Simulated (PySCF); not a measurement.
# From a computed spectrum to the compound

A species of 8 atoms with charge -1 has these harmonic modes (PBE0, small Gaussian bases with core potentials, PySCF 2.14.0):

```csv
cm⁻¹,km/mol,symmetry
47,3.4,e
47,3.4,e
96,78.8,a1
100,21.7,e
100,21.7,e
124,0.0,a2
231,4.2,a1
376,17.4,e
376,17.4,e
413,135.9,e
413,135.9,e
421,2.4,a1
1011,152.3,a1
1627,17.0,e
1627,17.0,e
3522,3.6,a1
3668,18.6,e
3668,18.6,e
```

Which species is it, and in which structure?

[YbF3(NH3)]− (singlet in the valence; each metal's 4f electrons, 14 of them, lie in its core potential, out of spins and levels):
```xyz
8

Yb    0.0894   -0.0894    0.0894
F     1.0531    1.6080    1.0531
F    -1.6080   -1.0531    1.0531
F     1.0531   -1.0531   -1.6080
N    -1.4318    1.4318   -1.4318
H    -2.0287    2.0287   -0.8633
H    -0.8633    2.0287   -2.0287
H    -2.0287    0.8633   -2.0287
```
Ideal gas at 298.15 K and 1 bar: S = 412.4 J/(mol K), Cp = 122.5 J/(mol K), H − H(0 K) = 27.5 kJ/mol (rigid rotor, harmonic modes, spin degeneracy alone, that of the 4f electrons in the core included; the modes under 60 cm⁻¹ make these uncertain). An lcecp potential fixes the number of 4f electrons, so in runs with it no electron can move into or out of that shell.
 This is one of several that fit.
